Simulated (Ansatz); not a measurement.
**Abstraction of F: C3H6F2 + InHF → C3H6F + InHF2**

Gas-phase species: C3H6F2 (1,3-difluoropropane) `FCCCF`, singlet; InHF `[F][InH]`, doublet; C3H6F `[CH2]CCF`, doublet; InHF2 `[F][InH][F]`, singlet. A radical takes F: the energy is the difference in strength between the C–F bond broken and the In–F bond made.

Shapes, held fixed at every level: PBE0-D4/def2-TZVP. Flexible molecules stand in one conformer, not always the lowest. Programs: Ansatz 0.2.0. Electronic energies: no zero-point or thermal term.

```
               level                    kind  ΔE (kJ/mol)  less CCSD(T)/def2-TZVPP
      MP2/def2-TZVPP     perturbation theory         +9.6                     -1.4
       HF/def2-TZVPP            Hartree–Fock         -6.5                    -17.5
r2SCAN-D4/def2-TZVPP                meta-GGA         +5.8                     -5.2
 B3LYP-D4/def2-TZVPP           global hybrid        +20.2                     +9.2
  PBE0-D4/def2-TZVPP           global hybrid        +19.8                     +8.8
  wB97M-V/def2-TZVPP  range-separated hybrid        +15.5                     +4.5
  CCSD(T)/def2-TZVPP   coupled cluster or CI        +11.0                      0.0
```

The highest level, CCSD(T)/def2-TZVPP, gives ΔE = +11.0 kJ/mol; the levels span -6.5 to +20.2. They disagree on the sign: 6 of 7 are positive. The column of differences is taken from that level and isn't an error. No measured value is set beside it here. Open shells run unrestricted. For atoms past krypton def2 sets carry core potentials with scalar relativity. Outer-core shells of In are correlated, in sets that cover them unevenly.
